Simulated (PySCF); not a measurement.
Point-charge models of `C[C@]([SiH3])(S[SiH3])C(=S)CF` against its computed dipole.

Coordinates (GFN2-xTB, Å) and charges (e) from the PBE0/pcSseg-1 density (PySCF):

```tsv
atom	x	y	z	Mulliken	IAO	Hirshfeld	ESP-fitted
C1	-0.087	1.013	-1.717	-0.1336	-0.4084	-0.1343	-0.4890
C2	-0.360	0.353	-0.379	-0.7464	-0.2834	-0.0631	+0.1697
Si3	-2.049	1.032	0.361	+0.6258	+0.6295	+0.3008	+0.3406
S4	0.899	0.892	0.871	-0.2004	-0.1827	-0.0617	-0.3349
Si5	2.763	0.263	0.003	+0.4397	+0.5314	+0.2941	+0.4220
C6	-0.423	-1.100	-0.453	-0.3272	-0.0579	+0.0299	-0.0811
S7	-0.405	-1.924	-1.865	-0.0192	-0.0851	-0.0756	-0.1593
C8	-0.537	-1.896	0.816	+0.3316	+0.0238	+0.0118	+0.1493
F9	-1.433	-1.332	1.693	-0.3260	-0.3123	-0.0780	-0.2112
H10	-0.932	0.864	-2.388	+0.1417	+0.1529	+0.0381	+0.1458
H11	0.795	0.577	-2.188	+0.1483	+0.1456	+0.0299	+0.1415
H12	0.073	2.080	-1.583	+0.1392	+0.1509	+0.0387	+0.1512
H13	-2.202	2.327	-0.304	-0.0786	-0.1183	-0.0719	-0.0860
H14	-1.932	1.184	1.799	-0.0465	-0.0907	-0.0701	-0.0446
H15	-3.096	0.112	-0.069	-0.0582	-0.1062	-0.0723	-0.0416
H16	3.147	1.192	-1.053	-0.0540	-0.1142	-0.0694	-0.0773
H17	3.655	0.310	1.147	-0.0545	-0.0936	-0.0634	-0.0492
H18	2.573	-1.086	-0.515	-0.0535	-0.1109	-0.0738	-0.0755
H19	0.430	-1.938	1.335	+0.1402	+0.1633	+0.0447	+0.0768
H20	-0.885	-2.911	0.602	+0.1318	+0.1663	+0.0456	+0.0530
```

Problem. Form Σ q r in debye for every column and set it beside the full dipole.

Solution. The full density gives (1.07, 0.29, -0.22) D, 1.13 D in size; dipole vectors point from the negative to the positive end.

```tsv
scheme	μx	μy	μz	size (D)	share of the full size (%)	angle to the full dipole (°)
Mulliken	1.65	-0.19	-0.88	1.88	166	26
IAO	1.59	0.01	-0.48	1.66	147	15
Hirshfeld	0.70	0.00	0.59	0.92	81	53
ESP-fitted	1.11	0.28	-0.21	1.17	103	1
```

Problem. Which set comes closest?

Solution. Length of the difference vector: ESP-fitted 0.04 D, IAO 0.65 D, Hirshfeld 0.94 D, Mulliken 1.00 D. Closest: ESP-fitted. The schemes that divide the density aren't constrained to reproduce the dipole.

Problem. What is left for the Hirshfeld atoms' own dipoles?

Solution. The shares of the density sum to the whole, so what Σ q r misses lies in dipoles about the nuclei. The atomic dipoles sum to (1.07, 0.29, -0.22) − (0.70, 0.00, 0.59) = (0.37, 0.29, -0.81) D, 0.94 D in size.

Problem. With the origin at the mean of the coordinates, (0.000, 0.001, -0.194) Å, which are the largest single terms, by size, of the ESP-fitted dipole along the direction of the full one?

Solution. Si5 +5.36, Si3 -2.92, F9 +2.10, S4 -1.40, H16 -1.28 D; all 20 atoms together +1.16 D. The single terms depend on the origin, their sum doesn't.

Problem. Give the size of the full dipole in other units.

Solution. 1.13 D = 0.445 au = 0.235 e·Å = 3.77 × 10⁻³⁰ C·m.

Isolated species at its GFN2-xTB geometry (one conformer only).

Shape of the structure used: `[CH3:1][C@:2]([SiH3:3])([S:4][SiH3:5])[C:6](=[S:7])[CH2:8][F:9]`: C1–C2–S4–Si5 -59°, C1–C2–C6–S7 -8°, C2–C6–C8–F9 43°.
